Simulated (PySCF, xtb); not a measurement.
C3H10BNO, SMILES C(NB(O)C)C. The values are those of a single conformer.

Harmonic wavenumbers (cm⁻¹) from GFN2-xTB in xtb at its own minimum, in rising order: 46, 59, 114, 174, 244, 299, 389, 455, 481, 498, 591, 751, 838, 869, 878, 933, 989, 1073, 1098, 1131, 1208, 1248, 1306, 1353, 1395, 1402, 1466, 1477, 1493, 1501, 1511, 1511, 2886, 3003, 3011, 3021, 3025, 3040, 3044, 3046, 3466, 3661.

What does PBE-D3(BJ)/def2-SVP in PySCF give at its own minimum? (Estimate from the structure and the level; the computed values follow.)

50, 89, 122, 189, 275, 311, 396, 448, 493, 501, 575, 734, 795, 820, 866, 891, 982, 1058, 1086, 1122, 1205, 1256, 1294, 1319, 1345, 1367, 1394, 1405, 1413, 1417, 1434, 1512, 2932, 2960, 2962, 3035, 3035, 3054, 3059, 3065, 3536, 3784. Paired by order, the mean absolute difference is 31 cm⁻¹ and the zero-point energies are 85.8 and 85.2 kcal/mol.
